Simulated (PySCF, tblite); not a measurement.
Compound: C₅H₁₀NPSi₂.
Structure used (GFN2-xTB), in Å, numbered top down from 1:
```xyz
19
C5H10NPSi2 angstrom
C     -3.212    1.908    0.595
C     -2.746    0.801    0.667
Si    -2.003   -0.892    0.738
Si    -0.086   -0.905   -0.588
N     -0.597   -0.556   -2.205
P      1.043   -2.850   -0.825
C      1.185    0.272    0.096
C      2.008    1.024    0.555
C      2.993    1.931    1.102
H     -3.628    2.873    0.540
H     -1.732   -1.169    2.157
H     -3.060   -1.818    0.301
H     -1.120    0.285   -2.383
H      0.031   -0.743   -2.971
H      1.263   -2.994    0.532
H     -0.086   -3.647   -0.779
H      3.929    1.842    0.550
H      2.635    2.958    1.032
H      3.177    1.691    2.149
```

Computed, not measured: PBE0/pcSseg-1 in PySCF (dipole) on a GFN2-xTB geometry, gas phase.

Masses are those of the commonest isotopes; rigid-rotor values at the optimised geometry. The values belong to one conformer with, in the numbering `[CH:1]#[C:2][SiH2:3][Si@:4]([NH2:5])([PH2:6])[C:7]#[C:8][CH3:9]`, C2–Si3–Si4–N5 -62°, Si3–Si4–N5–H 56° and -164°, Si3–Si4–P6–H -59° and 34°.

Question: What are A, B and C (GHz)?

Answer: Ia = 577.06, Ib = 717.38, Ic = 1084.93 u·Å²; 505379 MHz·u·Å²/I gives 875.8, 704.5 and 465.8 MHz, that is A = 0.8758, B = 0.7045, C = 0.4658 GHz.

Question: What kind of rotor is it?

Answer: An asymmetric top. Ray's parameter κ = (2B − A − C)/(A − C) = 0.164; −1 is the prolate and +1 the oblate limit.

Question: Is it planar, by Δ = Ic − Ia − Ib?

Answer: Not planar: Δ = Ic − Ia − Ib = -209.52 u·Å². For a rigid frame Δ = −2 Σ m c², so Σ m c² = 104.76 u·Å² lies off the ab plane: 23.94 from hydrogen and 80.82 from heavier atoms. The atom farthest from that plane is 2.52 Å away.

Question: Give the other two planar moments, Paa and Pbb, and the rms extents of the mass along the axes.

Answer: Paa = Σ m a² = (Ib + Ic − Ia)/2 = 612.62 and Pbb = Σ m b² = (Ia + Ic − Ib)/2 = 472.30 u·Å². With the mass M = 171.01 u, the rms extents √(P/M) along a, b and c are 1.89, 1.66, 0.78 Å.

Question: Where do the levels up to J = 2 lie, in MHz?

Answer: Above 0(0,0):
J = 1: 1(0,1) 1170, 1(1,1) 1342, 1(1,0) 1580
J = 2: 2(0,2) 3379, 2(1,2) 3444, 2(1,1) 4160, 2(2,1) 4673, 2(2,0) 4805
Those of J = 1 are B + C, A + C and A + B.

Question: Which types of transition are allowed, and where do some lines up to J = 4 fall?

Answer: The dipole components are |μa| = 0.18 D, |μb| = 2.04 D, |μc| = 0.68 D. The squared components, which scale the intensities, stand as 0.01 : 1.00 : 0.11 (a : b : c). Some lines, for components of 0.1 D or more:

```
type  branch         J(Ka,Kc)   MHz  lower level (cm⁻¹)
   a       Q  3(2,1) ← 3(2,2)   511               0.273
   c       Q  2(2,1) ← 2(1,1)   514               0.139
   b       Q  3(3,0) ← 3(2,1)  1066               0.290
   b       R  1(1,1) ← 0(0,0)  1342               0.000
   a       Q  3(1,2) ← 3(1,3)  1377               0.218
   b       Q  3(1,2) ← 3(0,3)  1394               0.217
   b       R  2(1,2) ← 1(0,1)  2273               0.039
   a       R  2(1,1) ← 1(1,0)  2579               0.053
   c       R  2(1,1) ← 1(0,1)  2989               0.039
   a       R  3(1,3) ← 2(1,2)  3084               0.115
   a       R  3(0,3) ← 2(0,2)  3132               0.113
   b       R  3(1,2) ← 2(2,1)  3232               0.156
   b       R  4(1,4) ← 3(0,3)  4050               0.217
   b       R  4(2,2) ← 3(3,1)  4175               0.324
   c       R  3(1,2) ← 2(0,2)  4526               0.113
   b       R  3(3,1) ← 2(2,0)  4901               0.160
   b       R  3(3,0) ← 2(2,1)  5087               0.156
   c       R  4(2,2) ← 3(1,2)  5976               0.264
   c       R  4(1,3) ← 3(0,3)  6138               0.217
   b       R  4(4,1) ← 3(3,0)  6703               0.326
   c       R  4(4,0) ← 3(3,0)  6722               0.326
   c       R  4(4,1) ← 3(3,1)  6758               0.324
   b       R  4(4,0) ← 3(3,1)  6776               0.324
   b       R  4(2,2) ← 3(1,3)  7353               0.218
```

Its lowest GFN2-xTB frequency is 11i cm⁻¹, too small to tell a flat minimum from a shallow saddle. Zero-point vibration and centrifugal distortion are left out. A rigid rotor knows nothing of inversion at nitrogen or internal rotation, which can split or shift real lines. Quadrupole hyperfine structure (14N) is left out.
